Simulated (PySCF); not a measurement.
2-fluoro-2-methylpropane (C₄H₉F), SMILES CC(C)(C)F.

Geometry optimised at PBE-D3(BJ)/def2-SVP.

Vertical ionisation energy (IE) and electron affinity (EA) in eV. Rows of orbital energies are one-electron estimates. Where ΔSCF, EOM or ADC give a negative EA the extra electron is unbound and the value depends on the basis.

```json
[
 {"level": "−ε(HOMO), −ε(LUMO), CAM-B3LYP/def2-TZVP (PySCF)", "IE": "10.60", "EA": "-1.73"},
 {"level": "−ε(HOMO), −ε(LUMO), PBE/def2-TZVP (PySCF)", "IE": "7.50", "EA": "-0.21"}
]
```
